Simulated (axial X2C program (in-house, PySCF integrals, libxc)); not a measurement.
## Which molecule has these constants?

Calculated with an in-house all-electron X2C program for linear molecules (integrals from PySCF), spin-free (one-electron X2C) or two-component (2c: spin–orbit coupling with atomic mean-field Coulomb and Gaunt terms, which also bring small scalar terms), in Dyall basis sets with cores contracted in-house; open shells are unrestricted.

A two-component PBE0 calculation in a Dyall 3-zeta basis gave Re = 3.001 Å, ωe = 130.3 cm⁻¹, De = 0.44 eV, Ω = 0.

Which molecule is it?
A. ZnH⁺
B. NaZn⁺
C. LiZn⁺

B. The others have ZnH⁺ 1.513 Å and 1955.1 cm⁻¹ (Ω = 0); LiZn⁺ 2.668 Å and 257.7 cm⁻¹ (Ω = 0).

Each entry is the lowest single determinant of a limited PBE0 search at one distance. De goes to single-determinant-based atoms at the same level (for ions the charge split of lowest energy) and is withheld (n/a) where an atom does not fit its ground term or J level. Main or longest-lived isotopes.
